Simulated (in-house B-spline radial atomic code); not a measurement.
Results of a calculation; reference values are marked as such.
## Ghost states of the separable form: Nb

Nb, [Kr] 4d4 5s1, non-relativistic PBE, spherical and spin-unpolarised, from a B-spline radial code for spherical atoms (atomic units; all potentials screened as in the neutral atom).

Troullier-Martins channels: 5s (ε = -0.1366, r_c = 3.281 bohr), 4p (ε = -1.2466, r_c = 1.323 bohr), 4d (ε = -0.1190, r_c = 1.616 bohr). In the Kleinman-Bylander form one channel serves as the local potential, and each other channel l becomes |δV u><u δV|/<u|δV|u>, with δV = V_l − V_local and u the pseudo-orbital. Its strength is E_KB = <u|δV²|u>/<u|δV|u>. By the analysis of Gonze, Stumpf and Scheffler a spurious state lies below the reference level ε if E_KB > 0 and ε is above the second level of the local potential alone, or if E_KB < 0 and ε is above its first. The table's levels are those of angular momentum l in a sphere of 9 bohr, whose wall can lift a shallow ε a little above its free-atom value.

```
local  channel   <u δV u>  <u δV² u>        ε  first local level  second local level
    d        s    0.14545    0.36377  -0.1342            -4.1070             -0.5697
    d        p    0.30767      1.257  -1.2466            -1.8140             -0.0704
    s        d     -1.712     6.8384  -0.1188             0.0803              0.3349
    s        p    -3.3327     13.922  -1.2466            -0.0428              0.2020
    p        d  -0.073958    0.32607  -0.1188            -0.0769              0.1371
    p        s    0.14157    0.31627  -0.1342            -2.3447             -0.1875
```

Q: Apply the rule to each row.

A: Local d, channel s: E_KB = +2.5, so ε = -0.1342 is set against -0.5697: a ghost. Local d, channel p: E_KB = +4.09, so ε = -1.2466 is set against -0.0704: no ghost. Local s, channel d: E_KB = -3.99, so ε = -0.1188 is set against 0.0803: no ghost. Local s, channel p: E_KB = -4.18, so ε = -1.2466 is set against -0.0428: no ghost. Local p, channel d: E_KB = -4.41, so ε = -0.1188 is set against -0.0769: no ghost. Local p, channel s: E_KB = +2.23, so ε = -0.1342 is set against -0.1875: a ghost.

Diagonalising the separable Hamiltonian gives:

| local | channel | three lowest levels | all-electron, two lowest valence levels |
| --- | --- | --- | --- |
| d | s | -2.7685, -0.1342, 0.1302 | -0.1342, 0.1317 |
| d | p | -1.2466, -0.0251, 0.2234 | -1.2466, -0.0251 |
| s | d | -0.1188, 0.1273, 0.4423 | -0.1188, 0.1252 |
| s | p | -1.2466, -0.0052, 0.2640 | -1.2466, -0.0251 |
| p | d | -0.1188, 0.1252, 0.4277 | -0.1188, 0.1252 |
| p | s | -0.6364, -0.1342, 0.1323 | -0.1342, 0.1317 |

Q: Which choices of local channel are safe?

A: Free of ghosts: s. With d local the s channel has a ghost 2.63 hartree below ε, since the local potential binds more than one state below ε, and a repulsive term of rank one raises each level at most to the next, so it clears only one of them. With p local the s channel has a ghost 0.50 hartree below ε, since the local potential binds more than one state below ε, and a repulsive term of rank one raises each level at most to the next, so it clears only one of them. Among the safe choices the second level, which tests transfer, is off by at most 19.9 millihartree (s local).
